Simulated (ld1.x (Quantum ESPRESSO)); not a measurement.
# Ga (Z = 31): variants of one TM potential

Base potential:

- Element: gallium (Ga)
- Generator: ld1.x (Quantum ESPRESSO) 7.5
- Type: norm-conserving Troullier–Martins (Kleinman–Bylander form)
- Functional: LDA (PZ)
- Relativity: scalar-relativistic
- Frozen core: [Ar] 3d10
- Valence charge: 3
- Reference configuration: 4s1 4p0 (charge +2)
- Partial waves: 4s (bound): rc 1.85 bohr; 4p (bound, empty): rc 1.80 bohr
- Local potential: the p channel
- Core correction: none

All-electron outer shells of the reference configuration (LDA (PZ), scalar-relativistic, ld1.x):

```tsv
shell	level (eV)	outermost node (bohr)	outermost maximum (bohr)
4s	-26.48	0.80	1.78
4p	-18.04	0.86	2.10
```

Cutoffs, loose and tight: the cutoffs (Ry, on a coarse ladder) from which the occupation-weighted sum of valence levels, in a spherical-Bessel basis at the reference potential, stays within 10 and 1 mRy of its value at 400 Ry. They do not see the model core or the augmentation charge, which bear on the density cutoff. Test errors are all-electron minus pseudo excitation energies from the reference, over the configurations 4s2 4p1; 4s2 4p0; 4s2 4p0.5; 4s2 4p1.3; 4s1 4p2; 4s1 4p1; 4s0 4p3 (two spin-polarised tests are not counted in the largest error). A dash means not determined; rows that change the core or the reference have their own tests. The largest error is taken over the tests solved by every variant that gives reliable tests at all: 4s1 4p1; 4s1 4p2; 4s2 4p0; 4s2 4p0.5; 4s2 4p1; 4s2 4p1.3.

A true bound ghost makes a file unfit for plane-wave use even where its test errors are small: the radial tests pick states by their node count and pass the ghost by. Where a test does run into it, the solver fails or the error is huge.

| change | outcome | cutoff, loose | cutoff, tight | bound ghosts | largest test error (meV) |
| --- | --- | --- | --- | --- | --- |
| base | generated | 12 Ry | 35 Ry | s | +252 |
| wave 4p (bound): rc 1.80 bohr becomes 4p (bound): rc 1.46 bohr | generated | 12 Ry | 35 Ry | s | +269 |
| wave 4p (bound): rc 1.80 bohr becomes 4p (bound): rc 1.64 bohr | generated | 12 Ry | 35 Ry | s | +260 |
| wave 4p (bound): rc 1.80 bohr becomes 4p (bound): rc 1.84 bohr | generated | 15 Ry | 35 Ry | s | +249 |
| wave 4p (bound): rc 1.80 bohr becomes 4p (bound): rc 2.04 bohr | generated | 15 Ry | 35 Ry | s | +245 |
| wave 4p (bound): rc 1.80 bohr becomes 4p (bound): rc 2.20 bohr | generated | 15 Ry | 35 Ry | s | +248 |
| wave 4p (bound): rc 1.80 bohr becomes 4p (bound): rc 2.40 bohr | generated | 15 Ry | 35 Ry | s | +251 |
| wave 4p (bound): rc 1.80 bohr becomes 4p (bound): rc 2.54 bohr | generated | 12 Ry | 35 Ry | s | +253 |
| wave 4p (bound): rc 1.80 bohr becomes 4p (bound): rc 2.68 bohr | generated | 12 Ry | 35 Ry | s | +254 |

Question: What comes out with this change to the base: wave 4p (bound): rc 1.80 bohr becomes 4p (bound): rc 1.36 bohr?

Answer: outcome: generated; cutoff, loose: 18 Ry; cutoff, tight: 35 Ry; bound ghosts: s; largest test error (meV): +274.

Question: What comes out with this change to the base: wave 4p (bound): rc 1.80 bohr becomes 4p (bound): rc 1.12 bohr?

Answer: outcome: generated; cutoff, loose: 12 Ry; cutoff, tight: 35 Ry; bound ghosts: s, p (extra level of the local part); largest test error (meV): +587.

Reading the sweep of the p radius (base included, trends over the rows without a ghost): Bound ghosts are found at 1.12, 1.36, 1.46, 1.64, 1.8, 1.84, 2.04, 2.2, 2.4, 2.54, 2.68 bohr. Every judged row has one, so this setting neither creates nor removes them.
